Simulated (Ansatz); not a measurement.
Two isomers of C2H8O2Si: A = `CC(O)O[SiH3]`, B = `C[Si](C)(O)O`.

Program: Ansatz. Geometries: PBE0-D4/def2-TZVP. ΔE: electronic, gas phase. CBS: MP2 limit from def2 TZ/QZ plus the TZ coupled-cluster correction, frozen cores. Functionals use def2-TZVPP. B3LYP here is the variant with VWN-RPA as its local correlation; programs differ in this. Each species was taken in one conformer, which may not be the lowest.

A:

```xyz
13

C     0.8945    1.0282   -0.9195
C     0.0753    0.7508    0.3141
O     0.5816    1.5309    1.3454
O     0.1592   -0.6084    0.6930
Si   -0.8119   -1.8002    0.1094
H     1.9354    0.7660   -0.7244
H     0.8353    2.0862   -1.1779
H     0.5292    0.4386   -1.7620
H    -0.9873    0.9928    0.1370
H     0.1039    1.3082    2.1498
H    -2.2401   -1.3816    0.1905
H    -0.5063   -2.1214   -1.3114
H    -0.5687   -2.9900    0.9561
```

B:

Z-matrix (Å, degrees):
```
C
Si 1 1.866
H 1 1.094 2 111.6
H 1 1.094 2 111.4 3 120.8
H 1 1.093 2 110.5 3 -119.6
C 2 1.853 1 111.8 3 60.7
O 2 1.654 1 109.0 3 -63.3
O 2 1.644 1 111.9 3 179.0
H 6 1.093 2 110.9 1 63.6
H 6 1.092 2 110.3 1 -176.7
H 6 1.093 2 111.2 1 -56.7
H 7 0.957 2 117.4 1 24.2
H 8 0.958 2 116.7 1 78.0
```

Problem. Which is lower in electronic energy at CCSD(T)/CBS, and by how much? (Estimate.)

Solution. Ansatz gave: B, by 298.7 kJ/mol.

Problem. Give E(B) − E(A) in kJ/mol with B2PLYP, r2SCAN-D4, B3LYP-D4, PBE0-D4, HF/def2-TZVPP, PBE-D4, MP2/def2-TZVPP. (Estimate.)

Solution. Computed: B2PLYP -292.5, r2SCAN-D4 -297.5, B3LYP-D4 -287.7, PBE0-D4 -289.7, HF/def2-TZVPP -277.2, PBE-D4 -283.6, MP2/def2-TZVPP -305.1. None reverses the order clearly.

Largest T1 diagnostic: 0.011.

In def2-TZVPP, CCSD(T) changes the Hartree–Fock value by −13.5 kJ/mol (the triples alone add +0.5 kJ/mol) and MP2 by −27.8 kJ/mol. From PBE to PBE0 (25 % exact exchange), in def2-TZVPP and without D4, E(B) − E(A) moves by −6.3 kJ/mol.
